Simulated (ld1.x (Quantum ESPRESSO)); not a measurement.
indium, TM: configuration errors across variants

- Element: In (Z = 49)
- Generator: ld1.x (Quantum ESPRESSO) 7.5
- Type: norm-conserving Troullier–Martins (Kleinman–Bylander form)
- Functional: PBEsol
- Relativity: scalar-relativistic
- Frozen core: [Kr] 4d10
- Valence charge: 3
- Reference configuration: 5s2 5p0 (charge +1)
- Partial waves: 5s (bound): rc 1.90 bohr; 5p (bound, empty): rc 2.45 bohr; 5d channel at 0.25 Ry: rc 2.60 bohr
- Local potential: the d channel
- Core correction: a·sin(br)/r model core, default radius (core density twice the valence density)

All-electron excitation energies from the reference (eV): (1) 5s2 5p1 -5.361; (2) 5s1 5p0 19.278; (3) 5s2 5p0.5 -3.420; (4) 5s2 5p1.3 -5.892; (5) 5s1 5p2 0.516; (6) 5s0 5p3 6.652; (7) 5s1 5p1 6.654.

The default core radius of the base comes out at 1.98 bohr.

1 further variants failed, have other tests or too few solved ones, and are left out.

A true bound ghost makes a file unfit for plane-wave use even where its test errors are small: the radial tests pick states by their node count and pass the ghost by.

Errors AE − PS in meV (a dash: test not solved or not reliable):

| change | (1) | (2) | (3) | (4) | (5) | (6) | (7) | bound ghosts |
| --- | --- | --- | --- | --- | --- | --- | --- | --- |
| base | -20 | -145 | -6.5 | -26 | -11 | -54 | -27 | s, p |
| wave 5d channel at 0.25 Ry: rc 2.60 bohr becomes 5d channel at 0.25 Ry: rc 2.14 bohr | -12 | -128 | -4.4 | -16 | -9.8 | -54 | -24 | s, p |
| all radii but the core radius scaled by about 0.73 (s 1.38, p 1.78, d 1.90 bohr) | -13 | -142 | -4.7 | -16 | +1.9 | -17 | -18 | s, p |
| local potential all-electron potential smoothed inside 1.60 bohr (lloc = -1) | -11 | -134 | -4.3 | -13 | -9.3 | -52 | -23 | s |
| type ultrasoft; waves now 5s (bound): rcut 1.65, rcutus 1.90 bohr; 5s channel at 0.1 Ry: rcut 1.65, rcutus 1.90 bohr; 5p (bound): rcut 2.15, rcutus 2.45 bohr; 5p channel at 3.65 Ry: rcut 2.15, rcutus 2.45 bohr; 5d channel at 0.25 Ry: rcut 2.25, rcutus 2.60 bohr; local potential all-electron potential smoothed inside 1.45 bohr (lloc = -2); augmentation built from norm-conserving waves at rcut, not smoothed further | -10 | -139 | -4.2 | -12 | -9.0 | – | – | s, p |
| core correction none | +13 | +51 | +5.4 | +18 | +59 | +148 | +33 | s, p |

Give the same row for: wave 5p (bound): rc 2.45 bohr becomes 5p (bound): rc 1.90 bohr.

-21, -145, -6.8, -28, -6.5, -37, -23; bound ghosts: s, p.
